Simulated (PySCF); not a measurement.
W²⁺ (tungsten, charge +2): PBEsol calculation

Configuration: [Xe] 4f14 5d4, high-spin 5D determinant. Calculation: PySCF 2.14, in x2c-TZVPPall with one added diffuse shell each of s, p, d, f type (12s8p8d4f1g, 113 functions); scalar relativity by spin-free X2C-1e.

```
Total energy                                                  : -16137.49 hartree
One-electron energy                                           : -22099.99 hartree
Hartree (Coulomb) energy                                      : 6285.56 hartree
Exchange-correlation energy                                   : -323.06 hartree
⟨S²⟩                                                          : 6.0015
⟨L²⟩                                                          : 6.060
Sum of ⟨r⟩                                                    : 38.53 bohr
Sum of ⟨r²⟩                                                   : 41.95 bohr²
Traceless quadrupole moment −½Σ⟨3z² − r²⟩ along its main axis : -0.660 e·bohr²
Langevin diamagnetic susceptibility                           : -33.2 ×10⁻⁶ cm³/mol
Time after the integrals                                      : about 8 core-seconds
```

| shell | electrons | mean orbital energy (hartree) | spread (hartree) | rms radius, mean of both spins (bohr) |
| --- | --- | --- | --- | --- |
| 1s β | 1 | -2544.77803 | 0 | 0.0208 |
| 1s α | 1 | -2544.77780 | 0 | 0.0208 |
| 2s α | 1 | -439.77864 | 0 | 0.0839 |
| 2s β | 1 | -439.77208 | 0 | 0.0839 |
| 2p α | 3 | -386.11342 | 0.00273 | 0.0762 |
| 2p β | 3 | -386.10817 | 0.00391 | 0.0762 |
| 3s α | 1 | -101.79662 | 0 | 0.215 |
| 3s β | 1 | -101.79438 | 0 | 0.215 |
| 3p α | 3 | -85.81894 | 0.00709 | 0.216 |
| 3p β | 3 | -85.81647 | 0.00812 | 0.216 |
| 3d α | 5 | -66.79533 | 0.00624 | 0.197 |
| 3d β | 5 | -66.79086 | 0.00868 | 0.197 |
| 4s α | 1 | -21.45744 | 0 | 0.478 |
| 4s β | 1 | -21.45156 | 0 | 0.478 |
| 4p α | 3 | -16.18411 | 0.01465 | 0.509 |
| 4p β | 3 | -16.17852 | 0.01672 | 0.509 |
| 4d α | 5 | -9.33849 | 0.01640 | 0.551 |
| 4d β | 5 | -9.33179 | 0.02028 | 0.551 |
| 5s α | 1 | -3.50923 | 0 | 1.13 |
| 5s β | 1 | -3.44930 | 0 | 1.13 |
| 5p α | 3 | -2.21560 | 0.01994 | 1.33 |
| 5p β | 3 | -2.13489 | 0.03665 | 1.33 |
| 4f α | 7 | -1.82456 | 0.01700 | 0.682 |
| 4f β | 7 | -1.81006 | 0.02122 | 0.682 |
| 5d α | 4 | -0.77017 | 0.02324 | 2.03 |

Spin-orbit coupling, absent here, splits the open shell strongly.

Densities and radii are taken from the X2C orbitals without a picture-change correction, which distorts them close to the nucleus.
